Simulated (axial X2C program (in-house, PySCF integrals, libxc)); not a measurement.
## What spin–orbit coupling does to ZrTe

All values were computed with an in-house relativistic program for diatomic molecules. Spin-free means the one-electron spin-free X2C Hamiltonian; two-component (2c) means X2C with spin–orbit coupling and atomic mean-field two-electron Coulomb and Gaunt terms, so the difference of the two also holds small scalar two-electron terms. Basis: Te dyall-cv3z [11s12p8d4f1g], Zr dyall-cv3z [11s12p9d6f3g] (cores contracted in-house); Gaussian nuclei, density fitting, unrestricted open shells. Masses: Te 129.906 u, Zr 89.905 u.

Spin-free state: M_S = 1, Λ = 2 (beyond evenly filled blocks: σα, δ+α); fragments Te + Zr.

| level | Re (Å) | ωe (cm⁻¹) | De (eV) | μ (D) |
| --- | --- | --- | --- | --- |
| PBE0 | 2.533 | 293.6 | 4.267 | 5.87 |
| r2SCAN0 | 2.533 | 296.2 | 3.943 | 6.43 |

Dipoles are positive if Zr is the positive end.

Two-component determinant lowest at the distance of the search:

Ω = 1 (⟨Sz⟩ = -1.00, ⟨Lz⟩ = 2.00 at PBE0); fragments Te + Zr.

| level | Re (Å) | ωe (cm⁻¹) | μ (D) |
| --- | --- | --- | --- |
| PBE0 | 2.536 | 291.2 | 5.81 |
| r2SCAN0 | 2.535 | 294.1 | 6.37 |

From the two tables, how do the constants change at the PBE0 level (2c against spin-free)?

At the PBE0 level Re rises by 0.003 Å and ωe drops by 2.4 cm⁻¹.

Occupations by symmetry block were frozen at the best pattern of an incomplete PBE0 search. De is counted from the lowest determinant-based energies of the atoms at the same level, without counterpoise correction. De is not given where an atomic determinant may have missed its ground term or J level, or where the truncated virtual space spoils (T). Density functionals use the spin component along the axis (collinear). PBE0 can misorder states that lie within some tenths of an eV, so this need not be the ground state of the molecule. The nearest other spin-free determinant of the search, M_S = 0, Λ = 0, lies 0.44 eV up at the distance of the search. Without a current term, density functionals place determinants with orbital angular momentum somewhat too high. With several unpaired electrons one determinant need not be a pure state. The determinant is spin-polarised beyond a pure state at some levels (its spin-free form has ⟨S²⟩ too high), which makes Re and μ there less reliable.
